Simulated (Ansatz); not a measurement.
`C[SiH2][SiH]1[CH2][AlH]1` → `[CH2]1[AlH][SiH2]1` + `C[SiH]`  (silylene formation by 1,1-elimination)

Computed with Ansatz on PBE0-D4/def2-TZVP structures; ΔE is electronic, products minus reactants. CBS: MP2 limit from def2 TZ/QZ plus the TZ coupled-cluster correction, frozen cores. This one scheme is used for every species. Functionals use def2-TZVPP. Each species was taken in one conformer, which may not be the lowest.

(1) Is it downhill or uphill in electronic energy at CCSD(T)/CBS, and by how much? (Estimate.)

(2) What do these levels give: r2SCAN-D4, PBE, CCSD(T)/def2-TZVPP, HF/def2-QZVPP, MP2/def2-QZVPP, MP2/CBS(def2)? (An estimate is asked.)

Largest T1 diagnostic among the species: 0.013.

Answers

(1) Ansatz gave: Uphill: ΔE = +249.5 kJ/mol.

(2) Computed: r2SCAN-D4 270.0, PBE 249.0, CCSD(T)/def2-TZVPP 243.6, HF/def2-QZVPP 218.6, MP2/def2-QZVPP 263.3, MP2/CBS(def2) 266.0 kJ/mol.

In def2-TZVPP, CCSD(T) changes the Hartree–Fock value by +24.6 kJ/mol (the triples alone add +6.3 kJ/mol) and MP2 by +41.1 kJ/mol. From PBE to PBE0 (25 % exact exchange), in def2-TZVPP and without D4, ΔE moves by +8.0 kJ/mol. The D4 term adds +17.0 kJ/mol with B3LYP and +9.9 kJ/mol with PBE0; it sums over pairs of atoms, weighted by their polarisabilities, and B3LYP, whose exchange is more repulsive, gets the larger term.

B3LYP here is the variant with VWN-RPA as its local correlation; programs differ in this.
